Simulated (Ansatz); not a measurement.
Four-centre ligand exchange

Start structure (Si2NH9O, singlet), relaxed at PBE0-D4/def2-TZVP:

| atom | x (Å) | y (Å) | z (Å) |
| --- | --- | --- | --- |
| Si1 | -1.0696 | 0.3261 | 0.6443 |
| Si2 | 0.1599 | -1.6724 | 0.6028 |
| H3 | -2.2059 | 0.2878 | -0.3167 |
| H4 | -1.6581 | 0.5142 | 2.0054 |
| N5 | -0.0662 | 1.6671 | 0.1364 |
| H6 | 1.0480 | -0.0644 | -2.5846 |
| O7 | 1.4534 | 0.1063 | -1.7323 |
| H8 | 1.5726 | -1.4248 | 0.9903 |
| H9 | -0.4474 | -2.5742 | 1.6253 |
| H10 | 0.0865 | -2.3550 | -0.7114 |
| H11 | -0.5404 | 2.5413 | -0.0437 |
| H12 | 0.7561 | 1.8499 | 0.6962 |
| H13 | 0.9110 | 0.7980 | -1.3122 |

The step: Si₂NH₇ ([NH2][SiH2][SiH3]) + H₂O → SiNH₅O ([NH2][SiH2][OH]) + SiH₄; bonds formed: Si1–O7, Si2–H6; bonds broken: Si1–Si2, H6–O7. Ansatz 0.2.0; basis: def2-TZVPP and def2-QZVPP; cores frozen in the correlated methods. Extrapolation: Hartree–Fock as exp(−7.88 √X), correlation as X^−2.97. Energies below are by CCSD(T) at an estimated basis limit (MP2 extrapolated from triple and quadruple zeta, plus CCSD(T) − MP2 in triple zeta).

(1) What are the electronic barrier and the energy of the step, from the start structure to the end structure? (Judge from chemistry; the value comes from the calculation.)

No T1 diagnostic of these runs exceeds 0.013.

Results:

(1) The calculation gives: Barrier 41.24 kcal/mol; step energy -22.51 kcal/mol (downhill); reverse barrier, their difference, 63.76 kcal/mol. Barrier and step energy count from the start structure, the reverse barrier from the end structure.

The saddle point: One imaginary mode of 773i cm⁻¹.
```csv
pair,start (Å),saddle (Å),end (Å)
Si1–O7,3.47,1.87,1.65
Si2–H6,3.68,2.04,1.48
Si1–Si2,2.35,2.77,4.00
H6–O7,0.96,1.10,3.29
```

Zero-point energy (harmonic, PBE0-D4): ZPE is 58.17 kcal/mol at the start and 55.82 kcal/mol at the saddle, so the barrier goes from 41.24 to 38.90 kcal/mol.

Labels in which every atom is bracketed show which atoms are joined, not bond orders.

For scale, one of the runs: CCSD(T)/def2-TZVPP, 272 basis functions, launched by `ansatz run in.yaml --threads 8 --pin off --events-out ev --progress --plain --max-ram 19148MiB`. Hardware: 8 CPU threads of an Arm Neoverse V2, shared host. Wall time 91 s; peak host memory 6.9 GiB.
